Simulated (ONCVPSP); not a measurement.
## Reading a pseudo-wave (strontium)

Columns: radius, all-electron u(r) and pseudo u(r) of the 4s shell (level -40.31 eV) of strontium in the configuration [Ar] 3d10 4s2 4p6 4d0.5 5s1.5; LDA (Perdew-Wang 92), scalar-relativistic, ONCV scheme, ONCVPSP 4.0.1.

```csv
r (bohr),all-electron,pseudo
0.192,0.0589,0.1497
0.385,-0.5104,0.3194
0.578,-0.0532,0.5082
0.770,0.5247,0.6938
0.962,0.8696,0.8404
1.155,0.9829,0.9145
1.348,0.9463,0.9049
1.540,0.8358,0.8242
1.732,0.7002,0.6994
1.925,0.5658,0.5657
2.118,0.4461,0.4461
2.310,0.3461,0.3461
2.502,0.2651,0.2651
2.695,0.2008,0.2008
2.888,0.1509,0.1509
3.080,0.1130,0.1130
3.272,0.0842,0.0842
3.465,0.0624,0.0624
3.658,0.0461,0.0461
3.850,0.0340,0.0340
4.043,0.0250,0.0250
4.235,0.0184,0.0184
4.428,0.0135,0.0135
4.620,0.0099,0.0099
4.812,0.0072,0.0072
5.005,0.0053,0.0053
```

Question: How many radial nodes do the two functions have?

Answer: The all-electron 4s function has n − l − 1 = 3 (the table is too coarse to show those close to the nucleus); the pseudo-wave has 0, since the states of the same l below it are removed with the core.

Question: At about which radius was the pseudo-wave matched?

Answer: 1.90 bohr, where the columns begin to agree (steps of 0.19 bohr).

Question: Where does each function peak?

Answer: Outermost all-electron maximum near 1.16 bohr, pseudo maximum near 1.16 bohr (to the table’s step).

Question: Is the pseudo-wave norm-conserving?

Answer: Yes: the ONCV scheme keeps the norm inside the radius equal to the all-electron one, which fixes the energy derivative of the logarithmic derivative at the level.
